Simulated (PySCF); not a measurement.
Species: C4H10O2Si.
SMILES: `CCO/C=C\O[SiH3]`

Torsions of this conformer, `[CH3:1][CH2:2][O:3]/[CH:4]=[CH:5]\[O:6][SiH3:7]`: C1–C2–O3–C4 176°, C2–O3–C4–C5 133°, C4–C5–O6–Si7 -2°.

The closed-shell ground state was solved at several levels (PySCF, density fitting, gas phase, non-relativistic). The structure is a single PBE0-D3(BJ)/def2-SVP conformer in the gas phase; no vibrational or solvent corrections.

```
          level  basis functions  total energy (Eh)  HOMO (eV)  LUMO (eV)  gap (eV)  dipole (D)
B3LYP/def2-SVPD              230          -598.0986      -6.09       0.10      6.19        2.16
  PBE0/pcSseg-1              176          -597.8478      -6.23       0.63      6.86        2.30
```

(1) Estimate the row for KT2/pcSseg-1, a basis of 176 functions; the other rows only guide the guess.

(2) Over all these levels, which gives the widest orbital gap and which the narrowest?

(3) How far do the dipole and the HOMO energy spread over the levels?

Answers

(1) Total energy -605.7673 Eh, HOMO -5.07 eV, LUMO -0.47 eV, gap 4.60 eV, dipole 2.15 D.

(2) PBE0/pcSseg-1 (global hybrid, 25 % exact exchange) has the widest, 6.86 eV, and KT2/pcSseg-1 (GGA) the narrowest, 4.60 eV. The two share the basis. From the narrowest to the widest the HOMO moves by -1.16 eV and the LUMO by +1.10 eV.

(3) The dipole runs from 2.15 to 2.30 D (mean 2.20 D) and the HOMO from -6.23 to -5.07 eV.
